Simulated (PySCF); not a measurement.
## Correlation energy of Hf(56+) (hafnium, charge +56)

[Ne] 3s2 3p4, high-spin 3P determinant. All numbers are calculated (PySCF 2.14, scalar relativity by spin-free X2C-1e, in an even-tempered Gaussian basis (17 s from 14 bohr⁻², ratio 2.5; 12 p from 18 bohr⁻², ratio 2.5; 4 d from 74 bohr⁻², ratio 2.7; 4 f from 110 bohr⁻², ratio 2.7)). Frozen: 1s2; 14 electrons correlated; the 20 highest virtual orbitals of each spin left out.

```json
{"level": "CCSD", "correlation energy (mhartree)": "-615.11"}
{"level": "(T)", "correlation energy (mhartree)": "-0.63"}
{"level": "CCSD(T)", "correlation energy (mhartree)": "-615.74"}
```

Diagnostics: T1 = 0.00031, D1 = 0.0014, largest double amplitude 0.014.

Spin-orbit coupling is strong in this species (close to jj coupling), so the high-spin LS determinant is a model state, not a physical level.

Cost of the coupled-cluster step: of the order of 40 core-seconds, for 14 correlated electrons.

Iterations:

```
CC2 = 0
CCSD nocc = (np.int64(8), np.int64(6)), nmo = (80, 80)
frozen orbitals [[0, 81, 82, 83, 84, 85, 86, 87, 88, 89, 90, 91, 92, 93, 94, 95, 96, 97, 98, 99, 100], [0, 81, 82, 83, 84, 85, 86, 87, 88, 89, 90, 91, 92, 93, 94, 95, 96, 97, 98, 99, 100]]
max_cycle = 100
direct = 0
conv_tol = 1e-08
conv_tol_normt = 1e-06
diis_space = 8
diis_start_cycle = 0
Init t2, MP2 energy = -0.60329758421271
Init E_corr(UCCSD) = -0.603297584212732
cycle = 1  E_corr(UCCSD) = -0.613417767294736  dE = -0.0101201831  norm(t1,t2) = 0.00492792
cycle = 2  E_corr(UCCSD) = -0.614873753277574  dE = -0.00145598598  norm(t1,t2) = 0.0007486
cycle = 3  E_corr(UCCSD) = -0.615111326538106  dE = -0.000237573261  norm(t1,t2) = 0.000122375
cycle = 4  E_corr(UCCSD) = -0.615109452801306  dE = 1.8737368e-06  norm(t1,t2) = 3.90668e-06
cycle = 5  E_corr(UCCSD) = -0.615109453827554  dE = -1.02624709e-09  norm(t1,t2) = 1.2278e-07
UCCSD converged
E(UCCSD) = -11759.93144838492  E_corr = -0.6151094538275536
UCCSD(T) correction = -0.000633486411892569
```

At this charge the one-electron X2C treatment keeps the bare 1/r₁₂, with no two-electron picture change or Breit term. The effect here is smaller than on the frozen 1s shell; and a scalar Hamiltonian misses the large spin-orbit splitting of the p shells, which matters for ns² → np² pairs.

Spin-orbit coupling is strong in this species, so the high-spin LS determinant is a model state.
